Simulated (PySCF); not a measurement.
Results of a calculation; reference values are marked as such.
**Si3H5O3(-)**

Si3H5O3(-) is a small molecule, charge -1, singlet. The structure was relaxed in the gas phase by PBE0-D3(BJ)/def2-SVP. No frequency run checks that it is a minimum.

SMILES: O1[SiH]O[SiH2]O[SiH2]1 (charge -1)

| atom | x (Å) | y (Å) | z (Å) |
| --- | --- | --- | --- |
| O1 | 0.962 | -1.371 | 0.767 |
| Si2 | -0.415 | -0.712 | 1.335 |
| O3 | -1.206 | 0.165 | 0.150 |
| Si4 | -0.541 | 0.660 | -1.304 |
| O5 | 0.830 | -0.154 | -1.636 |
| Si6 | 2.051 | -0.493 | -0.360 |
| H7 | -1.366 | -1.785 | 1.786 |
| H8 | -0.195 | 0.205 | 2.505 |
| H9 | -0.348 | 2.147 | -1.232 |
| H10 | -1.577 | 0.398 | -2.362 |
| H11 | 1.838 | 0.912 | 0.361 |

Shieldings: GIAO PBE0/aug-pcSseg-2.  Core levels by delta-SCF with SCAN, aug-pcX-2 on the ionised atom and aug-pcseg-1 elsewhere, spin-free X2C (2p3/2 is the spin-free 2p value less a third of a first-order spin-orbit splitting); from the vacuum level, for chosen atoms.

(1) Give the NMR and core-level values of the distinct atoms.

(2) Which of Si2, Si6 holds its core electrons tightest, and by how much against the loosest?

(3) By CAM-B3LYP/def2-SVPD (TDDFT singlets, Tamm-Dancoff triplets, ionisation by delta-SCF), where does absorption start, and what does vertical ionisation take?

## Answers

(1) 
| atoms | bonded to | σ (ppm) | δ (ppm) | core level (eV) |
| --- | --- | --- | --- | --- |
| O1 O5 | 2 Si | 200.0 | - | 1s 532.48 |
| Si2 Si4 | 2 O + 2 H | 393.5 | - | 2p3/2 103.36 |
| O3 | 2 Si | 228.7 | - | 1s 533.56 |
| Si6 | 2 O + 1 H | 302.8 | - | 2p3/2 101.63 |
| H7 H10 | 1 Si | 25.98 | - | - |
| H8 | 1 Si | 26.21 | - | - |
| H9 | 1 Si | 26.21 | - | - |
| H11 | 1 Si | 23.75 | - | - |

Values are those of this one static structure; atoms that internal rotation interchanges would show their mean in an NMR spectrum.

(2) Si2 (bonded to 2 O + 2 H), by 1.73 eV over Si6 (bonded to 2 O + 1 H).

(3) The lowest singlet lies at 4.42 eV (f 0.045), the strongest of the first 6 at 4.60 eV (f 0.110), the lowest triplet at 3.58 eV; vertical ionisation takes 2.90 eV.

Excited states of gas-phase anions may lie above the detachment limit and hang on the basis.

The 3 runs behind this took 4 min in all, one thread each of Arm Neoverse V1 on a shared host, launched as `OMP_NUM_THREADS=1 python cluster_run.py task.json out`.
